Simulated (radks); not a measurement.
Spherical jellium clusters: N electrons in a uniform positive sphere of charge N and radius rs N^(1/3), rs = 5.47 bohr. Method: non-relativistic Kohn-Sham, LDA (Slater exchange, Perdew-Wang correlation), spin-polarised, spherical densities; computed with a radial shooting solver with Libxc functionals. Levels are named by radial order and angular momentum (1s, 1p, 1d, 2s, ...), and open shells are averaged over m.

N = 13, configuration 1s2 1p6 1d(up 5, down 0). This is the lowest configuration that the search found. Occupied and some empty levels:

level,occupation,eigenvalue (eV),<r> (bohr)
1s up,1,-3.5377,8.354
1s down,1,-3.2650,7.882
1p up,3,-3.0348,9.626
1p down,3,-2.6987,9.541
1d up,5,-2.3631,10.60
1d down,0,-2.0146,10.71
2s up,0,-1.9139,8.753
2s down,0,-1.7623,9.043
1f up,0,-1.5673,11.52
1f down,0,-1.2361,11.79
2p up,0,-1.0764,11.13
2p down,0,-0.91000,11.42

Energy (eV): total -22.8053, kinetic 13.509, external -426.64, Hartree 212.60, exchange-correlation -36.798, background 214.53.
